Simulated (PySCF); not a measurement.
Polarisability and C₆ of Os⁺ (osmium, charge +1)

[Xe] 4f14 5d6 6s1, high-spin 6D determinant. All numbers are calculated (PySCF 2.14, the spin-free X2C one-electron Hamiltonian (Gaussian nucleus), in x2c-TZVPPall with one added diffuse shell each of s, p, d, f type (12s8p8d4f1g, 113 functions)). Coupled (time-dependent) response in atomic units; α is the mean over directions.

```json
{"method": "UHF", "mean α (bohr³)": "33.70", "α xx, yy, zz": "33.54, 33.54, 34.02", "C₆ (like pair)": "278.4", "S(−4)": "535.6"}
```

S(−4) is the Cauchy moment in α(ω) = α(0) + S(−4) ω² + …

Spin-orbit coupling is absent.

α(iu) at UHF:

```csv
u (hartree),α(iu) (bohr³)
0,33.70
0.0500,32.43
0.100,29.31
0.200,22.10
0.300,16.72
0.500,10.78
0.750,7.294
1.00,5.407
1.50,3.400
2.00,2.356
3.00,1.324
5.00,0.5861
```

A single London oscillator, α(iu) = α/(1 + u²/ω²), gives C₆ = (3/4) ω α². Matching the computed C₆ needs ω = 4 × 278.4 / (3 × 33.70²) = 0.327 hartree.

For an ion, C₆ is the dispersion term alone; charge-induced terms of lower order in 1/R come first.

The components differ because the open shell of this determinant is not spherical; for a pure term their mean is the scalar polarisability.

Spin-orbit coupling, absent here, splits the open shell strongly.
